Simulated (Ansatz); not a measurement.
Two isomers of C3H2F6: A = `FCC(F)(F)C(F)(F)F`, B = `FC(F)C(F)C(F)(F)F`.

Isolated molecules relaxed with PBE0-D4/def2-TZVP in Ansatz; ΔE leaves out vibrations. CCSD(T)/CBS adds triple-zeta CCSD(T) − MP2 to the extrapolated MP2 energy (def2 sets, frozen cores). Functionals use def2-TZVPP. B3LYP here is the variant with VWN-RPA as its local correlation; programs differ in this. One conformer a species, not always the lowest.

Task: Which is lower in electronic energy at CCSD(T)/CBS, and by how much? (Estimate.)

Result: Computed: B, by 1.8 kJ/mol. So small a gap doesn't settle the order.

Task: Give E(B) − E(A) in kJ/mol with CCSD/def2-TZVPP, B3LYP, CCSD(T)/def2-SVP, MP2/def2-TZVPP, B2PLYP, B3LYP-D4, PBE0-D4. (Estimate.)

Result: Computed: CCSD/def2-TZVPP -2.8, B3LYP -3.5, CCSD(T)/def2-SVP -0.6, MP2/def2-TZVPP -2.9, B2PLYP -3.2, B3LYP-D4 -3.1, PBE0-D4 -2.7. None reverses the order clearly.

Task: Does the order hold for the free energy at 298.15 K (harmonic terms from PBE0-D4)? (Estimate.)

Result: The calculation gave: Too close to call: G(B) − G(A) = -0.9 kJ/mol, for one conformer each. Modes under 60 cm⁻¹, often nearly free rotors, make the harmonic entropy too high.

Largest T1 diagnostic: 0.012.

Leaving LDA and LC-ωPBE aside and taking each functional with its dispersion term where it has one, the values, not all of them listed here, spread over 2.8 kJ/mol, from BLYP-D4 to B97M-V.
